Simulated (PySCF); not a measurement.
## MgI: energy against distance

Set-up: Mg def2-SVP, I def2-SVP with ECP28; scalar-relativistic core potentials (PySCF 2.14). Energies in eV from Mg + I in their ground configurations at the same level. State: ²Σ⁺ (doublet), unpaired electrons σ ↑.

All columns are PBEsol. A positive dipole means Mg(−)I(+).

| R (Å) | E (eV) | μ (D) | Mulliken charge on Mg (basis-dependent) | HOMO (eV) | LUMO (eV) | Mayer bond order | ⟨S²⟩ |
| --- | --- | --- | --- | --- | --- | --- | --- |
| 2.252 | -1.774 | -1.54 | 0.14 | -4.44 | -3.10 | 1.36 | 0.75 |
| 2.357 | -2.158 | -1.96 | 0.16 | -4.56 | -3.24 | 1.32 | 0.75 |
| 2.462 | -2.366 | -2.41 | 0.19 | -4.68 | -3.39 | 1.28 | 0.75 |
| 2.540 | -2.439 | -2.74 | 0.22 | -4.77 | -3.50 | 1.24 | 0.75 |
| 2.619 | -2.458 | -3.09 | 0.24 | -4.86 | -3.61 | 1.21 | 0.75 |
| 2.698 | -2.437 | -3.43 | 0.26 | -4.94 | -3.72 | 1.17 | 0.75 |
| 2.802 | -2.362 | -3.88 | 0.28 | -5.05 | -3.87 | 1.13 | 0.75 |
| 2.933 | -2.220 | -4.42 | 0.31 | -5.16 | -4.04 | 1.08 | 0.75 |
| 3.090 | -2.010 | -5.02 | 0.33 | -5.28 | -4.24 | 1.02 | 0.75 |
| 3.300 | -1.710 | -5.69 | 0.35 | -5.31 | -4.47 | 0.94 | 0.75 |

A fit through these points gives, at Re = 2.613 Å, μ = -3.06 D and dμ/dR = -4.37 D/Å; the reduced mass is 20.17 u.

Problem. How strong is the fundamental in the double-harmonic approximation, I = 42.26·(dμ/dR)²/μred km/mol?

Solution. I = 42.26·(-4.37)²/20.17 = 40.0 km/mol at PBEsol.

Spin–orbit coupling is left out, which matters for elements this heavy, above all for dissociation energies. The state was picked by a PBE0 search and need not be the measured ground state.
